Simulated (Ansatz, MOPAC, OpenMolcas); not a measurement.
How methods differ on CH5BFN (SMILES CB(N)F)

CH5BFN has 9 atoms, charge 0, and is taken as a singlet. As SMILES, `CB(N)F`. The shape is that of a PBE0-D4/def2-TZVP optimisation.

Each level gives the HOMO–LUMO gap (eV). The values are calculated.

```tsv
level	kind	program	value (eV)
MNDO	semi-empirical	MOPAC	13.61
PM6	semi-empirical	MOPAC	12.49
HF/cc-pVDZ	Hartree–Fock	OpenMolcas	16.54
SVWN5/cc-pVDZ	LDA	Ansatz	7.23
revPBE/cc-pVDZ	GGA	OpenMolcas	7.34
TPSS/cc-pVDZ	meta-GGA	OpenMolcas	7.56
BHLYP/cc-pVDZ	global hybrid	Ansatz	11.94
wB97M-V/cc-pVDZ	range-separated hybrid	Ansatz	13.92
PBE-QIDH/cc-pVDZ	double hybrid	Ansatz	13.99
```

The values span 7.23 to 16.54 eV. Orbital gaps aren't excitation energies, and those of double hybrids come from the SCF part alone; they tend to grow with the share of exact exchange.
